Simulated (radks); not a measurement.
The numbers below are computed, except where a source is named.
Task: Successive ionisation energies (eV) of one element, from differences of total energies of ions in their ground configurations, starting at charge 0: 15.992, 28.577, 42.484, 57.516, 73.826, 90.710, 125.16, 143.60, 423.80, 484.13, 547.12, 612.64, 683.61, 753.84, 856.98, 915.93, 4146.0, 4399.2. Code: a radial shooting solver on a logarithmic mesh with Libxc functionals. Model: Dirac Kohn-Sham, PBE, spin-unpolarised, spherical densities, finite nucleus; open shells fill j = l - 1/2 first; Fermi nuclear charge, rms radius 3.4274 fm. Which element is it?

Result: Argon (Z = 18). The first species listed is Ar in [Ar], the last Ar17+ in 1s1.
